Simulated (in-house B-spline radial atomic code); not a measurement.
Ionising La⁴⁺ with different functionals

Computed with a radial B-spline atomic code at the basis-set limit: four-component Dirac-Coulomb Hamiltonian, Fermi nucleus of rms radius 4.855 fm, spin-restricted, spherical fractional occupations for the functionals. The ionisation energy is the difference of two self-consistent energies, [Kr] 4d10 5s2 5p5 → [Kr] 4d10 5s2 5p4, without Breit or QED terms; ε is the level of the shell that loses the electron (mean over j). The electron is taken from both j subshells in proportion to 2j + 1, so the result is a j average, not the step between ground levels.

Hybrids are left out here: with spherical fractional occupations of an open shell their exact exchange keeps a self-interaction that integer-occupation calculations don't have.

| method | rung | ΔSCF (eV) | -ε(5p) (eV) |
| --- | --- | --- | --- |
| LDA VWN5 | LDA | 63.68 | 57.29 |
| relativistic LDA | LDA | 63.64 | 57.26 |
| LDA PW92 | LDA | 63.67 | 57.29 |
| LDA exchange-only | LDA | 62.08 | 55.71 |
| PBE | GGA | 63.43 | 57.07 |
| PBEsol | GGA | 63.48 | 57.11 |
| BLYP | GGA | 63.24 | 56.87 |
| RPBE | GGA | 63.39 | 57.04 |
| PW91 | GGA | 63.52 | 57.15 |
| BP86 | GGA | 63.56 | 57.19 |
| AM05 | GGA | 63.48 | 57.11 |
| OLYP | GGA | 63.54 | 57.18 |

Q: How do they compare with the NIST value?

A: NIST lists 61.6 eV ± 0.6 (semi-empirical, ground level to ground level). Errors run from +0.48 to +2.08 eV. The correlated functionals all miss on the same side by more than they spread, so the cause is common to them (Breit-QED terms, spin polarisation, the choice among j levels, multiplet and fine-structure energies, or a listed next ion that isn't the cheapest removal here) and closeness doesn't rank the functionals.
